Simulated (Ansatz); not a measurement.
`[F][GeH2][GeH3]` → GeH₄ + `[F][GeH]` at 600 K and 1 bar (germylene formation by 1,1-elimination).

Gas-phase electronic energies from Ansatz, PBE0-D4/def2-TZVP geometries. CCSD(T)/CBS is the MP2 limit (def2-TZVPP, def2-QZVPP) plus CCSD(T) − MP2 in def2-TZVPP, frozen cores. For Ge outer-core shells are correlated without core-valence functions, which leaves a few kJ/mol of doubt a bond. Scalar relativity is left out up to krypton.

| species | CCSD(T)/CBS energy (Eh) | H − E (kJ/mol) | S (J/(mol·K)) |
| --- | --- | --- | --- |
| `[F][GeH2][GeH3]` | -4255.04883 | 161.7 | 417.7 |
| GeH₄ | -2078.49493 | 105.8 | 256.4 |
| `[F][GeH]` | -2176.50038 | 43.8 | 283.3 |

H − E and S are ideal-gas, rigid-rotor, harmonic terms from PBE0-D4/def2-TZVP. 1 Eh = 2625.50 kJ/mol, R = 8.31446 J/(mol·K).

By hand: ΔE, ΔH, ΔS and ΔG.

ΔE = (-2078.49493) + (-2176.50038) − (-4255.04883) = 0.05352 Eh = 140.5 kJ/mol. Δ(H − E) = 105.8 + 43.8 − 161.7 = -12.1, so ΔH = 128.4 kJ/mol. ΔS = 256.4 + 283.3 − 417.7 = 122.0 J/(mol·K). ΔG = 128.4 − 600 × (122.0)/1000 = 55.2 kJ/mol.

By hand: the equilibrium constant, and the temperature at which ΔG would vanish if ΔH and ΔS stayed fixed.

log₁₀ K = −ΔG/(RT ln 10) = -4.8. ΔG = 0 at ΔH/ΔS = 1052 K.

The number of gas molecules changes by +1, which sets the sign of ΔS. A doubt of 5 kJ/mol in ΔE shifts log₁₀ K by 0.4 here. These are equilibria of isolated gas molecules and say nothing of rates. Largest T1 diagnostic: 0.014 (customary marks: 0.02 for closed shells, 0.045 for open ones).
